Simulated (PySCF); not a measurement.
Geometries of 2 isomers of H6N4W (singlet state), from PySCF, PBE0-D3(BJ)/def2-SVP geometry optimisation, gas phase, def2 core potentials past Kr. One conformer each, no zero-point energy, no frequencies.

Question: Which isomer lies lower at this level?
A.
```xyz
11
angstrom
W      0.162    0.001    0.125
N      0.009    0.020    1.878
H      0.324    0.026    2.842
N      1.798   -0.017   -0.517
H      2.812   -0.023   -0.510
N     -0.694    1.633   -0.543
H     -0.410    2.121   -1.386
H     -1.409    2.152   -0.045
N     -0.715   -1.635   -0.508
H     -1.438   -2.130    0.003
H     -0.440   -2.148   -1.339
```
B.
```xyz
11
angstrom
W      0.003    0.001    0.311
N      0.018    0.008    1.972
N      1.902   -0.026   -0.173
H      2.677   -0.034    0.481
H      2.250   -0.036   -1.128
N     -0.932    1.660   -0.155
H     -1.114    1.968   -1.107
H     -1.301    2.334    0.507
N     -0.975   -1.635   -0.142
H     -1.362   -2.295    0.525
H     -1.167   -1.945   -1.091
```

Answer: B. That is WN(NH2)3 (`[N]#[W]([NH2])([NH2])[NH2]`), 2.8 kcal/mol below the other.

| SMILES | atoms numbered as above | E (Eh) | relative (kcal/mol) | relative (kJ/mol) | dipole (D) |
| --- | --- | --- | --- | --- | --- |
| [N]#[W]([NH2])([NH2])[NH2] | – | -289.38841 | 0.0 | 0.0 | 4.47 |
| [NH]=[W](=[NH])([NH2])[NH2] | – | -289.38401 | 2.8 | 11.6 | 0.58 |
